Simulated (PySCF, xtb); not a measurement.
Al(All)(H)(OMe) (C4H9AlO), SMILES C=C[CH2][AlH][O]C.

GFN2-xTB (xtb 6.7.1) at its own geometry gives an orbital gap of 3.82 eV and a dipole moment of 1.38 D.

The structure is a stationary point at B3LYP-D3(BJ)/def2-SVP. The structure was generated by enumeration; whether it is a known compound was not checked. The values are those of a single conformer.

### Question
What does ωB97X/def2-TZVP in PySCF give? (An estimate is asked for; the answer gives what the named calculation found.)

### Answer
gap 10.46 eV (levels -9.00 and 1.46 eV), dipole 0.30 D.
